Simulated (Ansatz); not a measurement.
Species: sum formula BN2H3F, charge 0, multiplicity 2. It need not be the lowest isomer of its formula. SMILES: [NH]B(N)F
Structure (B3LYP-D3(BJ)/def2-TZVP (Ansatz, a quantum-chemistry and plane-wave program) minimum search):
```
B
F 1 1.3509
N 1 1.3995 2 119.05
H 3 1.0049 1 122.18 2 -175.72
H 3 1.0058 4 115.04 1 177.21
N 1 1.4515 2 120.10 3 -176.97
H 6 1.0212 1 113.70 2 -49.34
```
Charge 0, spin multiplicity 2.

Wanted: atomisation energy (electronic, to ground-state atoms); the coupled-cluster value holds the core correlation from cc-pwCVTZ, in kcal/mol. Valence correlation only, unless marked. Open shells are spin-unrestricted. Spin-orbit coupling is left out. Non-relativistic. CBS(X,Y): correlation extrapolated as X^-3; Hartree-Fock from the larger set.

Level to compare with: CCSD(T)/CBS(cc-pVTZ,cc-pVQZ) plus the core term (Ansatz), 641.9 kcal/mol. It is a level with limits of its own, and the differences hold the functionals' basis error too.

Rank these functionals by how close they come to CCSD(T)/CBS(cc-pVTZ,cc-pVQZ), closest first: wB97M-V/def2-TZVPD (Ansatz); PBE/def2-TZVPD (Ansatz); CAM-B3LYP/def2-TZVPD (Ansatz).

wB97M-V/def2-TZVPD (range-separated hybrid meta-GGA with VV10, 646.8 kcal/mol, difference 4.9), CAM-B3LYP/def2-TZVPD (range-separated hybrid, 651.2 kcal/mol, difference 9.3), PBE/def2-TZVPD (GGA, 663.2 kcal/mol, difference 21.3)
